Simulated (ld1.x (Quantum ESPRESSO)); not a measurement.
## Scattering properties, TM potential for Tm

- Element: Tm (Z = 69)
- Generator: ld1.x (Quantum ESPRESSO) 7.5
- Type: norm-conserving Troullier–Martins (Kleinman–Bylander form)
- Functional: BP86
- Relativity: fully relativistic
- Frozen core: [Kr] 4d10 4f13
- Valence charge: 10
- Reference configuration: 5s2 5p6 5d0 6s1 6p1
- Partial waves: 5s (bound): rc 1.68 bohr; 5p (bound): rc 1.95 bohr; 5d (bound, empty): rc 3.35 bohr
- Local potential: all-electron potential smoothed inside 3.00 bohr (lloc = -2)
- Core correction: a·sin(br)/r model core inside 1.25 bohr

Open shells are filled in proportion to 2j + 1 (rel_dist='average').

Occupied shells without a wave of their own: 6p, 6s. They enter only through the test configuration that unscreens the potential, and ld1.x also counts them in the model core charge.

The phase is arctan(r·u′/u) with u = r·R(r), unwrapped; energies in Ry, scanned from -6 to 5 Ry. A pole is an energy at which the radial function vanishes at the test radius. The pseudo phase is shifted by a multiple of π to meet the all-electron one at the reference energy, and phase errors are pseudo minus all-electron; the curves can meet again beyond the range given. Levels narrower than the energy grid can be missing from the lists of poles.

**Question.** For each channel, where are the poles, and over which energies does the pseudopotential scatter like the atom?

**Answer.**

```json
{"channel": "s", "radius (bohr)": "3.66", "reference energy (Ry)": "-4.04", "poles, all-electron": "-4.03, 0.60", "poles, pseudo": "-4.03, 0.88", "unbroken range about the reference energy with phases within 0.05 rad": "below -0.9", "phase error 1 Ry above the reference energy (rad)": "+0.000"}
{"channel": "p1/2", "radius (bohr)": "3.66", "reference energy (Ry)": "-2.40", "poles, all-electron": "-2.39, 1.33", "poles, pseudo": "-2.39, 1.63", "unbroken range about the reference energy with phases within 0.05 rad": "below -0.4", "phase error 1 Ry above the reference energy (rad)": "+0.003"}
{"channel": "p3/2", "radius (bohr)": "3.66", "reference energy (Ry)": "-1.98", "poles, all-electron": "-1.96, 1.58", "poles, pseudo": "-1.96, 1.84", "unbroken range about the reference energy with phases within 0.05 rad": "below -0.3", "phase error 1 Ry above the reference energy (rad)": "+0.005"}
{"channel": "d3/2", "radius (bohr)": "3.66", "reference energy (Ry)": "-0.16", "poles, all-electron": "0.16, 3.18", "poles, pseudo": "0.16, 3.63", "unbroken range about the reference energy with phases within 0.05 rad": "below 0.9", "phase error 1 Ry above the reference energy (rad)": "+0.036"}
{"channel": "d5/2", "radius (bohr)": "3.66", "reference energy (Ry)": "-0.14", "poles, all-electron": "0.20, 3.25", "poles, pseudo": "0.21, 3.69", "unbroken range about the reference energy with phases within 0.05 rad": "below 1.0", "phase error 1 Ry above the reference energy (rad)": "+0.032"}
```

The potential misses its own reference levels by up to 0.7 eV. ld1.x takes every shell without a wave as core, so the model core holds the 6p, 6s electrons as well and exchange and correlation see them twice. This cancels in the reference configuration, but the file is broken for other ones, and its errors say nothing about a proper core correction.

Phases in the d5/2 channel:

```json
{"E (Ry)": "-6.00", "all-electron": "1.458", "pseudo": "1.458"}
{"E (Ry)": "-5.48", "all-electron": "1.453", "pseudo": "1.453"}
{"E (Ry)": "-4.96", "all-electron": "1.447", "pseudo": "1.447"}
{"E (Ry)": "-4.44", "all-electron": "1.439", "pseudo": "1.440"}
{"E (Ry)": "-3.92", "all-electron": "1.431", "pseudo": "1.431"}
{"E (Ry)": "-3.40", "all-electron": "1.420", "pseudo": "1.420"}
{"E (Ry)": "-2.88", "all-electron": "1.406", "pseudo": "1.406"}
{"E (Ry)": "-2.36", "all-electron": "1.388", "pseudo": "1.388"}
{"E (Ry)": "-1.84", "all-electron": "1.361", "pseudo": "1.361"}
{"E (Ry)": "-1.32", "all-electron": "1.317", "pseudo": "1.318"}
{"E (Ry)": "-0.80", "all-electron": "1.218", "pseudo": "1.219"}
{"E (Ry)": "-0.28", "all-electron": "0.497", "pseudo": "0.500"}
{"E (Ry)": "0.24", "all-electron": "-1.598", "pseudo": "-1.593"}
{"E (Ry)": "0.76", "all-electron": "-1.857", "pseudo": "-1.835"}
{"E (Ry)": "1.28", "all-electron": "-2.483", "pseudo": "-2.278"}
{"E (Ry)": "1.80", "all-electron": "-4.215", "pseudo": "-3.969"}
{"E (Ry)": "2.32", "all-electron": "-4.551", "pseudo": "-4.477"}
{"E (Ry)": "2.84", "all-electron": "-4.660", "pseudo": "-4.613"}
{"E (Ry)": "3.36", "all-electron": "-4.725", "pseudo": "-4.681"}
{"E (Ry)": "3.88", "all-electron": "-4.780", "pseudo": "-4.728"}
{"E (Ry)": "4.40", "all-electron": "-4.850", "pseudo": "-4.771"}
{"E (Ry)": "4.92", "all-electron": "-4.989", "pseudo": "-4.820"}
```
